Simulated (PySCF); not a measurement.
C4H5B2F.
Bonds: F1–B2, B2–C3, C3–C4 (double), C4–B5, B5–C6, C6–C7 (double), B2–C7. Hydrogens: H8 on C3; H9 on C4; H10 on B5; H11 on C6; H12 on C7.

Level of theory: core-valence-separated Tamm–Dancoff BHandHLYP/aug-pcX-1 (pcseg-1 on H) in PySCF, non-relativistic, gas phase, PBE0-D3(BJ)/def2-SVP geometry.

Computed carbon K-edge spectrum, Gaussian lines of 0.6 eV full width, highest printed point 100; it ends one width below the last computed root. The energies are unshifted.

(photon energy (eV), absorption): (280.0, 0), (280.1, 2), (280.2, 5), (280.3, 11), (280.4, 23), (280.5, 42), (280.6, 65), (280.7, 87), (280.8, 100), (280.9, 99), (281.0, 84), (281.1, 62), (281.2, 39), (281.3, 21), (281.4, 10), (281.5, 4), (281.6, 1), (281.7, 0), (281.8, 0), (281.9, 0), (282.0, 0), (282.1, 0), (282.2, 0), (282.3, 0), (282.4, 0), (282.5, 0), (282.6, 0), (282.7, 0), (282.8, 0), (282.9, 0), (283.0, 0), (283.1, 0), (283.2, 0), (283.3, 0), (283.4, 0), (283.5, 0), (283.6, 1), (283.7, 2), (283.8, 5), (283.9, 11), (284.0, 18), (284.1, 26), (284.2, 34), (284.3, 38), (284.4, 38), (284.5, 37), (284.6, 35), (284.7, 33), (284.8, 30), (284.9, 26), (285.0, 20), (285.1, 15), (285.2, 11), (285.3, 11), (285.4, 15), (285.5, 21), (285.6, 29), (285.7, 34), (285.8, 35), (285.9, 32), (286.0, 26), (286.1, 19), (286.2, 13)

Q: Assign the maxima to core holes.

A: 3 maxima:
- 280.8 eV: C3/C7 (unsaturated ring CH carbon), 280.81 eV, f = 0.087, sum of 2, 53 % of the height at the exact maximum; C4/C6 (unsaturated ring CH carbon), 280.88 eV, f = 0.078, sum of 2, 47 % of the height at the exact maximum
- 284.4 eV: C4/C6 (unsaturated ring CH carbon), 284.29 eV, f = 0.055, sum of 2, 86 % of the height at the exact maximum; C3/C7 (unsaturated ring CH carbon), 284.81 eV, f = 0.041, sum of 2, 14 % of the height at the exact maximum
- 285.8 eV: C3/C7 (unsaturated ring CH carbon), 285.81 eV, f = 0.030, sum of 2, 52 % of the height at the exact maximum; C4/C6 (unsaturated ring CH carbon), 285.71 eV, f = 0.027, sum of 2, 45 % of the height at the exact maximum

Roots within 0.03 eV on the same or equivalent atoms count as one line; shares under 12 % aren't listed.

Vibrational structure and lifetime widths aren't in the curve. The ionisation threshold wasn't computed; near and above it a finite basis only mimics Rydberg series and continuum.
